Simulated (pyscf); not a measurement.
Structures and frequencies: ωB97X-D3(BJ)/def2-SVP in PySCF.

Question: What is the homolytic dissociation enthalpy (298 K, ωB97M-D3(BJ)/def2-TZVP) of the Al–N bond of `[CH3][N]([CH3])[Al]([OH])[OH]`, to H₃C–N•–CH₃ + [HO–Al–OH]•?

Answer: Al–N to H₃C–N•–CH₃ + [HO–Al–OH]•: 4.06 eV. The 7 functionals that were run give +3.62 (PBE) to +4.07 eV (ωB97X-D3(BJ)/def2-TZVP). The radicals are drawn with the spin at the cut bond; how far it spreads was not checked. H₃C–N•–CH₃ lies 0.44 eV over its isomer H₃C–CH•–NH₂ (electronic energy, ωB97M-D3(BJ)/def2-TZVP). Other isomers of [HO–Al–OH]• were not searched in full and may lie lower.
